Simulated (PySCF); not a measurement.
ClH4MoN3, SMILES [NH]=[Mo](=[NH])([NH2])[Cl], multiplicity 1. Coordinates come from a PBE-D3(BJ)/def2-SVP optimisation. The spin state was assumed, not searched. The def2 effective core potentials stand for the cores of Mo; spin–orbit coupling is left out. One conformer was computed; it need not be the lowest.

Method: PBE-D3(BJ)/def2-SVP (PySCF 2.14.0).

Harmonic wavenumbers (cm⁻¹): 148, 173, 216, 230, 269, 319, 384, 404, 473, 573, 592, 689, 698, 712, 962, 982, 1455, 3470, 3506, 3508, 3574. Rotational constants (GHz): 3.499, 1.897, 1.842; symmetry number 1.

Problem. Work out the zero-point energy and the ideal-gas rigid-rotor harmonic-oscillator thermochemistry at 298.15 K and 1 atm.

Solution. ZPE = ½ Σ hcν = ½ × 23339 cm⁻¹ = 139.60 kJ/mol. H − E(el) = 162.12 kJ/mol. Entropy in J/(mol K): translation 173.33, rotation 115.75, vibration 69.84, total 358.93. G − E(el) = 55.10 kJ/mol. Cp = 119.31 J/(mol K). Modes under 150 cm⁻¹ make the vibrational entropy uncertain.
